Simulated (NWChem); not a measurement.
Species: BeN₂H₄; SMILES [NH2][Be][NH2]

```xyz
7

Be     0.0000     0.0000     0.0000
N      0.0000     0.0000     1.5013
H     -0.5835     0.5835     2.0907
H      0.5835    -0.5835     2.0907
N      0.0000     0.0000    -1.5013
H     -0.5835    -0.5835    -2.0907
H      0.5835     0.5835    -2.0907
```
Atoms are numbered in this order, from 1.

Results from NWChem. Coordinates come from a PBE0/def2-SVP optimisation. Level: PBE0/Sadlej pVTZ; rows give the wavelength of the field.

For field 589 nm:

```
Property                          Result
--------------------------------  ------
isotropic polarisability (bohr³)    38.0
```

**Question.** Estimate the same quantities for field 1065 nm.

**Answer.** 
- isotropic polarisability (bohr³) = 36.9
